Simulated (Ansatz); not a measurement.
H8O2Si3, SMILES `[SiH3]O[SiH2]O[SiH3]`. Charge 0, multiplicity 1.

Cartesian coordinates in Å:
```
Si -0.705 -1.502 -1.768
O 0.562 -0.998 -0.862
Si 1.382 0.285 -0.288
O 0.430 1.204 0.659
Si -0.483 1.257 2.017
H -0.481 -2.922 -2.131
H -0.813 -0.682 -3.003
H -1.963 -1.378 -0.989
H 1.832 1.136 -1.413
H 2.519 -0.240 0.502
H -1.797 0.611 1.767
H 0.206 0.550 3.128
H -0.689 2.679 2.383
```

Task: Give the diagnostics of a CCSD(T)/def2-TZVPP run (frozen core, the Gaussian-basis code of Ansatz). (Estimate.)

Result: Ansatz gave: T1 = 0.0115, largest single amplitude 0.012, largest double 0.012, (T) share of the correlation energy 3.1 %, 8 CCSD cycles. The RHF solution is stable towards an unrestricted one. T1 lies under the customary mark of 0.02 for closed shells.
